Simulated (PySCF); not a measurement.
Gas-phase XPS of `[GeH3][O][C@@H]1CSBS1`, computed

Compound: C2H7BGeOS2.
Geometry (PBE0-D3(BJ)/def2-SVP, Å), atoms numbered from 1 in this order:
```
atom  x, y, z in Å
Ge1    2.356   -0.264   -0.111
O2     0.984   -0.053    1.041
C3    -0.298    0.275    0.671
C4    -1.080   -0.913    0.128
S5    -2.621   -0.375   -0.677
B6    -1.967    1.187   -1.254
S7    -0.371    1.649   -0.605
H8     3.396   -0.981    0.758
H9     2.836    1.121   -0.567
H10    1.922   -1.129   -1.308
H11   -0.811    0.687    1.557
H12   -1.320   -1.609    0.946
H13   -0.471   -1.451   -0.617
H14   -2.582    1.886   -2.013
```

Theory: delta-SCF UKS SCAN, pcX-2 on the ionised atom, pcseg-1 elsewhere, spin-free X2C in PySCF. Binding energies are ΔSCF values: E(core-ionised, relaxed orbitals) − E(ground state) at a fixed geometry, referred to the vacuum level.

**Question.** What binding energy does each computed site have?

**Answer.** 
```json
{"atom(s)": "S5", "environment": "sulfur bonded to B and C", "level": "S 1s", "binding energy (eV)": "2477.05", "above the level's lowest (eV)": "+0.31", "count": "1"}
{"atom(s)": "S7", "environment": "sulfur bonded to B and C", "level": "S 1s", "binding energy (eV)": "2476.74", "above the level's lowest (eV)": "0.00", "count": "1"}
{"atom(s)": "O2", "environment": "oxygen bonded to C and Ge", "level": "O 1s", "binding energy (eV)": "537.98", "above the level's lowest (eV)": "0.00", "count": "1"}
{"atom(s)": "C3", "environment": "sp3 carbon bound to oxygen", "level": "C 1s", "binding energy (eV)": "292.99", "above the level's lowest (eV)": "+1.48", "count": "1"}
{"atom(s)": "C4", "environment": "sp3 carbon bound to sulfur", "level": "C 1s", "binding energy (eV)": "291.51", "above the level's lowest (eV)": "0.00", "count": "1"}
{"atom(s)": "B6", "environment": "three-coordinate boron", "level": "B 1s", "binding energy (eV)": "195.96", "above the level's lowest (eV)": "0.00", "count": "1"}
```

Lowest listed C 1s: C4, bonded to S, C and 2 H. Highest, 1.48 eV above it: C3, bonded to O, S, C and H.

The listed S 1s values span 0.31 eV, from S7 (bonded to C and B) to S5 (bonded to C and B).

**Question.** Give the binding energy of C 1s of C4 in hartree and in kJ/mol.

**Answer.** 291.51 eV = 10.7128 Eh = 28126 kJ/mol.

**Question.** What is the longest wavelength that can ionise C 1s of C4 vertically?

**Answer.** λ = hc/E = 12398.42 eV Å / 291.51 eV = 42.532 Å.

Not every level is listed. No level of germanium is listed. The structure is a single PBE0-D3(BJ)/def2-SVP conformer in the gas phase; no vibrational or solvent corrections.

The run took 86 s on an Arm Neoverse V2 with one thread, shared host with 192 logical CPUs at a one-minute load of 66, and the process peaked at 0.71 GiB of memory.
